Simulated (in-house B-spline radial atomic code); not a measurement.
Binding energies in the molybdenum ion Mo⁵⁺

NIST's tabulated ground configuration is [Kr] 4d1; each binding energy is the energy of the ion with one electron taken from that subshell, relaxed, less that of the parent. Method: Dirac-Hartree-Fock, average of configuration, Fermi nucleus of rms radius 4.4091 fm. Calculated with a radial B-spline atomic code at the basis-set limit. Energies include first-order Breit, QED and recoil terms.

| subshell | X-ray name | binding energy (eV) | -ε (eV) | relaxation (eV) |
| --- | --- | --- | --- | --- |
| 1s | K | 20079.8 | 20188.6 | 54.4 |
| 2s | L1 | 2953.5 | 2984.8 | 26.1 |
| 2p1/2 | L2 | 2707.7 | 2741.8 | 29.0 |
| 2p3/2 | L3 | 2602.8 | 2634.5 | 28.3 |
| 3s | M1 | 587.8 | 596.3 | 7.7 |
| 3p1/2 | M2 | 493.8 | 502.3 | 7.9 |
| 3p3/2 | M3 | 476 | 484.0 | 7.6 |
| 4s | N1 | 141.7 | 142.9 | 1.1 |
| 4p1/2 | N2 | 110.7 | 111.7 | 1.0 |
| 4p3/2 | N3 | 107.9 | 108.8 | 0.9 |
| 4d | N4,5 | 67.52 | 67.96 | 0.46 |

Relaxation = -ε minus the binding energy without Breit, QED and recoil terms.

Emission lines follow as differences of binding energies, with λ = 12398.42 eV·Å / E:

```json
{"line": "K-L3", "holes": "1s → 2p3/2", "energy (eV)": "17477.0", "wavelength (Å)": "0.70941"}
{"line": "K-L2", "holes": "1s → 2p1/2", "energy (eV)": "17372.1", "wavelength (Å)": "0.7137"}
{"line": "K-M3", "holes": "1s → 3p3/2", "energy (eV)": "19603.8", "wavelength (Å)": "0.63245"}
{"line": "L1-M3", "holes": "2s → 3p3/2", "energy (eV)": "2477.5", "wavelength (Å)": "5.0044"}
{"line": "L3-M1", "holes": "2p3/2 → 3s", "energy (eV)": "2015.0", "wavelength (Å)": "6.1531"}
```

(1) What screening constant σ does Moseley's law, E = (3/4)·13.6057 eV·(Z - σ)², need for K-L3?

Moseley's non-relativistic formula needs a falling, then negative, screening constant for heavy elements, because relativity binds the 1s electron more strongly than the formula allows.

(2) What does it cost to remove both a 3p1/2 and a 4p3/2 electron?

(3) What does it cost to remove both a 2p3/2 and a 3p1/2 electron?

(4) What does it cost to remove both a 2p1/2 and a 4s electron?

## Answers

(1) σ = 0.62.

(2) 624.11 eV, which is 22.46 eV more than the two single binding energies together.

(3) 3148.3 eV, which is 51.75 eV more than the two single binding energies together.

(4) 2874.4 eV, which is 24.96 eV more than the two single binding energies together.
